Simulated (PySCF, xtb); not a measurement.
HOSi, SMILES O=[SiH], multiplicity 2.

Harmonic wavenumbers (cm⁻¹) from GFN2-xTB (xtb) at its own minimum, in rising order: 617, 1370, 2215.

Problem. What does PBE-D3(BJ)/def2-TZVPD run with PySCF give at its own minimum? (An estimate is asked for; the answer gives what the named calculation found.)

Solution. 585, 1127, 1845. Paired by order, the mean absolute difference is 215 cm⁻¹ and the zero-point energies are 6.0 and 5.1 kcal/mol.
